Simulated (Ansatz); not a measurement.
# Pulling the pair apart

The pair of H2O (SMILES O, atoms 1–3) and AlF3 (SMILES F[Al](F)F, atoms 4–7), both closed shells, in one local arrangement (a lower one may exist), relaxed at PBE0-D4/def2-TZVP:

```
7
angstrom
O 0.0435 0.6528 -0.9136
H -0.7347 0.4798 -1.4578
H 0.8302 0.4227 -1.4234
F 1.3670 -1.1421 0.5724
Al -0.0271 -0.2760 0.7850
F -0.0114 0.9056 1.9280
F -1.4675 -1.0429 0.5094
```

AlF3 is shifted rigidly along the line between the mean atom positions of the two fragments (negative: closer). Counterpoise interaction energies in kJ/mol. Computed with Ansatz 0.2.0 (basis: def2-TZVPPD); correlated methods freeze the cores.

| shift (Å) | HF | wB97M-V | MP2 |
| --- | --- | --- | --- |
| -0.19 | -133.9 | -126.8 | -114.3 |
| -0.10 | -151.6 | -146.2 | -135.4 |
| 0.00 | -155.5 | -151.8 | -142.3 |
| 0.10 | -151.1 | -149.0 | -140.5 |
| 0.23 | -137.7 | -137.5 | -130.2 |
| 0.48 | -106.7 | -108.5 | -102.7 |
| 0.97 | -59.9 | -61.0 | -58.0 |
| 1.94 | -21.1 | -20.0 | -19.8 |

Problem. What does CCSD(T) give at these shifts? (To be estimated.)

Solution. The calculation gives: -118.8, -139.4, -145.8, -143.5, -132.5, -104.2, -58.6, -19.9 kJ/mol. For zero shift, CCSD(T) at an estimated basis limit (MP2 extrapolated from triple and quadruple zeta, plus CCSD(T) − MP2 in triple zeta) gives -152.6 kJ/mol. These are counterpoise interaction energies, counted from the two frozen fragments.

The T1 diagnostic stays at or below 0.013.

For scale, one of the runs: CCSD(T)/def2-TZVPPD, 242 basis functions, launched by `ansatz run in.yaml --threads 4 --pin off --events-out ev --progress --plain --max-ram 9574MiB`. The run took 2.6 min on 4 CPU threads of an Arm Neoverse V1 (shared host), with 5 GiB of host memory at its peak.
